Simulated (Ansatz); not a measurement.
Kohn–Sham single points on CH₄FGaGe.

```yaml
crystal:
  periodic: [false, false, false]
  atoms:
    - {symbol: F, position_ang: [-1.814573, -0.618374, -0.210958]}
    - {symbol: Ga, position_ang: [-1.203148, 1.621114, 1.176209]}
    - {symbol: C, position_ang: [0.559536, 0.749204, 0.426163]}
    - {symbol: Ge, position_ang: [-0.057188, -0.792314, -0.509220]}
    - {symbol: H, position_ang: [1.227069, 0.491794, 1.253671]}
    - {symbol: H, position_ang: [1.071860, 1.456118, -0.232934]}
    - {symbol: H, position_ang: [0.042173, -0.791482, -2.043571]}
    - {symbol: H, position_ang: [0.266471, -2.173061, 0.084841]}
basis:
  gaussian: {orbitals: def2-TZVPP}
hamiltonian: {xc: r2scan, dispersion: d4}
output: {forces: true, orbitals: {seedname: orbitals}}
```

```sh
$ ansatz run in.yaml --threads 4 --pin off --events-out ev --progress --plain --max-ram 10444MiB
```

Shortened log:

```
Functional definition: r2SCAN
1298 factors; their error is unknown
mean field evaluation 1: about -112704.3476 eV, gradient 7.5e1 eV
mean field evaluation 2: about -112678.1991 eV, gradient 1.2e2 eV
mean field evaluation 4: about -112715.1682 eV, gradient 1.1e1 eV
mean field evaluation 8: about -112715.3786 eV, gradient 2.2e-1 eV
mean field evaluation 16: about -112715.3505 eV, gradient 4.1e-4 eV
mean field -112715.35047787 eV, -4142.2127288532 hartree, gradient 3.8e-5 eV, S^2 0.000000; 0 other end points of the search recorded, 0 dependent functions left out
reference -112715.35048924 eV, -4142.2127292710 hartree; 41, 41 occupied and 173, 173 virtual orbitals, 1298 factors
Total energy: -112715.39357558 eV, -4142.2143126646 hartree
Atom 0 at    -1.814573    -0.618374    -0.210958 Å, force    -0.038423     0.034910     0.026427 eV/Å
Atom 1 at    -1.203148     1.621114     1.176209 Å, force     0.048062    -0.076582    -0.054644 eV/Å
Atom 2 at     0.559536     0.749204     0.426163 Å, force    -0.054924     0.035745     0.029012 eV/Å
Atom 3 at    -0.057188    -0.792314    -0.509220 Å, force     0.073355    -0.044766    -0.036479 eV/Å
Atom 4 at     1.227069     0.491794     1.253671 Å, force     0.002630     0.006939    -0.008956 eV/Å
Atom 5 at     1.071860     1.456118    -0.232934 Å, force     0.004404    -0.004963     0.009401 eV/Å
Atom 6 at     0.042173    -0.791482    -2.043571 Å, force    -0.014171     0.003201     0.050191 eV/Å
Atom 7 at     0.266471    -2.173061     0.084841 Å, force    -0.020932     0.045518    -0.014952 eV/Å
Dipole moment:     0.451319     0.087432     0.009156 e Å
```

Run time 5.5 s (4 threads of an Arm Neoverse V1 on a shared host); peak host memory 0.31 GiB.

With the line `hamiltonian: {xc: {name: wB97M-V}}` (abridged; 13 s):

```
Functional definition: wB97M-V
mean field evaluation 16: about -112710.4856 eV, gradient 5.4e-5 eV
mean field -112710.48561041 eV, -4142.0339482714 hartree, gradient 5.4e-5 eV, S^2 0.000000
Total energy: -112710.48565642 eV, -4142.0339499623 hartree
Atom 0 force    -0.072897     0.032558     0.028522 eV/Å
Atom 1 force     0.024187    -0.039608    -0.028166 eV/Å
Atom 2 force     0.037016     0.029295     0.015264 eV/Å
Atom 3 force     0.111509    -0.097217    -0.074512 eV/Å
Atom 4 force    -0.043211     0.018313    -0.062790 eV/Å
Atom 5 force    -0.031817    -0.053403     0.047745 eV/Å
Atom 6 force    -0.003282    -0.001519     0.124028 eV/Å
Atom 7 force    -0.021505     0.111582    -0.050091 eV/Å
Dipole moment:     0.451262     0.085450     0.007860 e Å
```
